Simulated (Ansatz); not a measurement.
The cluster Na₃Br₄. Total charge 0; doublet. Geometry r2SCAN-D4/def2-SVP, basis def2-TZVP, Ansatz.

```xyz
7

Na    0.824    0.213    2.242
Na   -1.507   -1.504   -1.102
Na    0.875    1.354   -1.306
Br   -1.667    0.665    0.821
Br    2.519    1.667    0.812
Br   -0.830   -2.054    1.634
Br   -0.213   -0.341   -3.102
```

| run | HOMO (eV) | LUMO (eV) |
| --- | --- | --- |
| A | -6.02 | -5.82 |
| B | -5.87 | -5.69 |
| C | -6.28 | -5.84 |
| D | -6.80 | -5.49 |
| E | -7.20 | -5.12 |

HSE06 is defined as in plane-wave codes, on full-range PBE exchange. In the doublet, Br4 and Br6 lie 2.96 Å apart (atoms count from 1), so these atoms are partly bonded to each other. Another isomer (doublet) lies 0.05 eV lower at PBE0-D4/def2-TZVP; other spin states weren't run for this one.

HOMO and LUMO are taken over both spins.

Q: The runs used BLYP, HSE06, PBE, PBE0, r2SCAN. Estimate which is which.

A: A PBE (0 % exact exchange); B BLYP (0 % exact exchange); C r2SCAN (0 % exact exchange); D HSE06 (range-separated); E PBE0 (25 % exact exchange). Exact exchange lowers occupied and raises empty levels; among semilocal functionals meta-GGAs tend to open the gap a little, and such runs are hard to tell apart. The gap grows from 0.18 eV (BLYP) to 2.08 eV (PBE0).
